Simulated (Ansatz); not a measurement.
The same path of CH7NOSSi (12 atoms, charge 0, multiplicity 1) was run twice with different band settings. The coordinate that changes most is the dihedral C1–S2–Si3–O5.

These are results of RKS r2SCAN/STO-3G (Ansatz), not measurements.

Relaxed end points:

```xyz
12
Properties=species:S:1:pos:R:3
C -1.857 1.128 -0.487
S -1.453 -0.475 0.290
Si 0.667 -0.333 0.029
N 1.593 -1.793 0.429
O 1.170 0.920 1.083
H -1.532 1.182 -1.539
H -2.949 1.252 -0.467
H -1.412 1.979 0.052
H 0.999 -0.052 -1.364
H 1.421 -2.537 -0.292
H 1.244 -2.225 1.319
H 2.186 0.899 0.981
```

```xyz
12
Properties=species:S:1:pos:R:3
C -1.909 0.715 -0.644
S -1.109 0.753 0.997
Si 0.850 0.190 0.350
N 1.246 -1.526 0.109
O 1.863 0.728 1.621
H -1.961 -0.300 -1.071
H -2.939 1.078 -0.530
H -1.403 1.364 -1.377
H 1.121 0.792 -0.951
H 0.833 -1.874 -0.792
H 0.788 -2.127 0.838
H 2.696 0.153 1.483
```

Common settings: movable images 5; climbing image yes; optimiser quadratic models (default); start path through a guess of the saddle point; force threshold 0.05 eV/Å; iteration limit 60; end points relaxed.

| run | spring |
| --- | --- |
| 1 | 5.0 eV/Å² |
| 2 | 2.0 to 10.0 eV/Å², energy-weighted |

Question: What does each run give, and how far can it be trusted?

Answer: Run 1: converged after 8 iterations, highest image 0.000 eV above the first end. The highest image is an end point: on this band no image between the ends rises above it.
Run 2: converged after 16 iterations, highest image 0.000 eV above the first end. The highest image is an end point: on this band no image between the ends rises above it.
Limits of this set-up: minimal basis.
